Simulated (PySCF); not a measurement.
**Ru (ruthenium, neutral) across methods**

[Kr] 4d7 5p1, one real determinant (an excited configuration). All numbers are calculated (PySCF 2.14, scalar relativity by spin-free X2C-1e, in ANO-RCC-VTZP (7s6p4d2f1g, 68 functions)).

```tsv
method	E (hartree)	mean ε 4d α (eV)	mean ε 4d β (eV)	mean ε 5p α (eV)	Σ⟨r²⟩ (bohr²)	⟨S²⟩
B97-3	-4529.75	-8.375	-6.790	-1.896	57.10	6.009
PBE0	-4529.74	-8.410	-6.632	-2.043	56.97	6.010
LDA	-4525.00	-7.069	-5.375	-1.669	57.30	6.003
BLYP	-4530.22	-6.666	-5.241	-1.355	57.52	6.012
r2SCAN	-4530.06	-7.188	-5.430	-1.677	57.07	6.055
UHF	-4527.73027	-12.380	-10.088	-3.107	57.01	6.032
PBE	-4529.68	-6.864	-5.229	-1.566	57.26	6.008
```

Problem. Estimate the same row for B3LYP.

Solution. E (hartree) = -4530.12; mean ε 4d α (eV) = -8.061; mean ε 4d β (eV) = -6.497; mean ε 5p α (eV) = -1.885; Σ⟨r²⟩ (bohr²) = 57.22; ⟨S²⟩ = 6.011.

⟨L²⟩ = 13.82 against 20 for a pure G term, so this real determinant mixes terms.
